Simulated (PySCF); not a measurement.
C₂H₅ClFNSi, SMILES [Si@@H](Cl)(/C=C/F)N. Atoms are numbered in the order given.

```xyz
11

N     -2.1774     0.5025    -0.8041
Si    -0.7987    -0.4676    -0.4947
Cl    -0.5856    -1.0383     1.5084
C      0.7231     0.4935    -0.9274
C      1.7275     0.6907    -0.0750
F      2.8173     1.3892    -0.3940
H     -3.1058     0.0931    -0.8120
H     -2.2005     1.4676    -0.4904
H     -0.9583    -1.7336    -1.2496
H      0.8197     0.9325    -1.9281
H      1.7648     0.3127     0.9529
```
Charge 0, spin multiplicity 1.

Geometry optimised at ωB97X-D3(BJ)/def2-SVP. The structure was generated by enumeration; whether it is a known compound was not checked. One conformer was computed; it need not be the lowest.

Two levels are set side by side: PBE/pcSseg-1 (PySCF) and PBE0/pcSseg-1 (PySCF). GIAO shifts against CFCl3 (¹⁹F), HCl (³⁵Cl), NH3 (¹⁵N), TMS (²⁹Si), TMS (¹H), TMS (¹³C) at the same level; non-relativistic, no solvent, atoms listed together averaged. Without spin–orbit terms, shifts of atoms bonded to Cl or Br come out too high at both levels. Differences are taken from unrounded values.

```csv
quantity,PBE
δ(¹⁵N) of N1 (ppm),47.4
δ(²⁹Si) of Si2 (ppm),-14.9
δ(³⁵Cl) of Cl3 (ppm),74.3
δ(¹³C) of C4 (ppm),103.0
δ(¹³C) of C5 (ppm),176.5
δ(¹⁹F) of F6 (ppm),-78.9
δ(¹H) of H9 (ppm),5.83
δ(¹H) of H10 (ppm),5.42
δ(¹H) of H11 (ppm),7.27
```

Task: These are the PBE values. What does PBE0 give? (Estimate from the structure and the level; the computed values follow.)

Result: 
```
quantity               PBE0  PBE minus PBE0
--------------------  -----  --------------
δ(¹⁵N) of N1 (ppm)     41.5             5.9
δ(²⁹Si) of Si2 (ppm)  -13.3            -1.7
δ(³⁵Cl) of Cl3 (ppm)   54.5            19.8
δ(¹³C) of C4 (ppm)    104.6            -1.6
δ(¹³C) of C5 (ppm)    177.7            -1.2
δ(¹⁹F) of F6 (ppm)    -73.8            -5.1
δ(¹H) of H9 (ppm)      5.63            0.20
δ(¹H) of H10 (ppm)     5.51           -0.09
δ(¹H) of H11 (ppm)     7.27            0.00
```

Rough cost on one machine, each run with all the roots and properties that it gave: PBE0 against PBE within a factor of 2.
